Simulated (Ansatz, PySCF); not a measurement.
Species: sum formula SiNH$_{2}$Br$_{2}$, net charge 0, doublet state. It need not be the lowest isomer of its formula. 
Structure (B3LYP-D3(BJ)/def2-TZVP (Ansatz, a quantum-chemistry and plane-wave program) minimum search):
SMILES: N[Si](Br)Br
```xyz
6

Si     0.4707    -0.1682     0.6931
Br    -0.3055    -1.7799    -0.6818
Br    -0.4640     1.8486     0.3064
N      2.1381    -0.0072     0.3691
H      2.7241    -0.8115     0.2060
H      2.6532     0.8135     0.6485
```
Charge 0, spin multiplicity 2.

Dipole moments at this geometry, in debye (magnitudes).

```
level               program  dipole (D)
------------------  -------  ----------
SVWN5/def2-TZVPD     Ansatz           …
M06-2X/def2-TZVPD     PySCF        2.73
HSE06/def2-TZVPD     Ansatz        2.72
LC-wPBE/def2-TZVPD   Ansatz        2.76
wB97M-V/def2-TZVPD   Ansatz        2.75
CCSD(T)/def2-SVPD    Ansatz           …
```

Q: Some entries are withheld; supply them.

A: 
- SVWN5/def2-TZVPD, dipole (D): 2.75
- CCSD(T)/def2-SVPD, dipole (D): 2.69
